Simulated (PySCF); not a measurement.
CH₇FOSi₂, SMILES C[Si@@H](F)O[SiH3]. Atoms are numbered in the order given.

```xyz
12

C      1.8497     1.2329    -0.1706
Si     0.9919    -0.4146    -0.0946
F      0.9846    -0.9108     1.4576
O     -0.5731    -0.2902    -0.5961
Si    -2.0956     0.3010    -0.2826
H      1.8656     1.6170    -1.2034
H      1.3287     1.9699     0.4618
H      2.8903     1.1534     0.1827
H      1.6509    -1.4708    -0.8959
H     -2.8495    -0.6501     0.5799
H     -2.8059     0.4715    -1.5784
H     -2.0034     1.6214     0.4074
```

The structure is a stationary point at B3LYP-D3(BJ)/def2-SVP. The structure was generated by enumeration; whether it is a known compound was not checked. The values are those of a single conformer.

Two levels are set side by side: PBE/pcSseg-1 (PySCF) and PBE0/pcSseg-1 (PySCF). GIAO shifts against CFCl3 (¹⁹F), H2O (¹⁷O), TMS (²⁹Si), TMS (¹H), TMS (¹³C) at the same level; non-relativistic, no solvent, atoms listed together averaged. Differences are taken from unrounded values.

| quantity | PBE0 |
|---|---|
| δ(¹³C) of C1 (ppm) | 1.8 |
| δ(²⁹Si) of Si2 (ppm) | -7.7 |
| δ(¹⁹F) of F3 (ppm) | -158.6 |
| δ(¹⁷O) of O4 (ppm) | 47.9 |
| δ(²⁹Si) of Si5 (ppm) | -38.3 |
| δ(¹H) of H9 (ppm) | 5.20 |

Question: What does PBE give, and how far is it from PBE0? (Estimate from the structure and the level; the computed values follow.)

Answer: 
| quantity | PBE | PBE minus PBE0 |
|---|---|---|
| δ(¹³C) of C1 (ppm) | 1.8 | 0.0 |
| δ(²⁹Si) of Si2 (ppm) | -7.3 | 0.4 |
| δ(¹⁹F) of F3 (ppm) | -174.1 | -15.5 |
| δ(¹⁷O) of O4 (ppm) | 59.1 | 11.2 |
| δ(²⁹Si) of Si5 (ppm) | -40.5 | -2.2 |
| δ(¹H) of H9 (ppm) | 5.46 | 0.27 |

Rough cost on one machine, each run with all the roots and properties that it gave: PBE0 against PBE within a factor of 2.
